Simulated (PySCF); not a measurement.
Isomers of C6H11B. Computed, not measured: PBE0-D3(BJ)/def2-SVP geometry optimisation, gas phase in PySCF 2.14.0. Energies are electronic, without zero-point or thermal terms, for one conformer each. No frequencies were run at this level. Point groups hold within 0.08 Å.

Question: Order them by energy at this level, lowest first, and give relative energies in kcal/mol.
A. `[BH2:1][C@H:2]1[CH2:3][CH2:4][C:5]12[CH2:6][CH2:7]2` with H–B1–C2–C3 -10° and 176°
B. `[CH2:1]=[CH:2]/[CH:3]=[CH:4]/[B:5]([CH3:6])[CH3:7]` with C1–C2–C3–C4 180°
C. `[CH2:1]=[C:2]=[CH:3][CH2:4][B:5]([CH3:6])[CH3:7]` with C2–C3–C4–B5 -116°, C3–C4–B5–C6 178°

Answer: B (0.0), C (17.0), A (32.6).

As drawn, the lowest has a C=C bond outside aromatic rings, which the highest lacks; the highest has a three-membered ring, a four-membered ring and a quaternary carbon, which the lowest lacks.

| SMILES | E (Eh) | E rel (kcal/mol) | dipole (D) | point group | A, B, C (MHz) |
| --- | --- | --- | --- | --- | --- |
| C=C/C=C/B(C)C | -259.58509 | 0.0 | 0.89 | – | 6489, 1081, 937.3 |
| C=C=CCB(C)C | -259.55798 | 17.0 | 0.72 | C1 | 5494, 1154, 1053 |
| B[C@H]1CCC12CC2 | -259.53313 | 32.6 | 1.35 | C1 | 4097, 2706, 2126 |
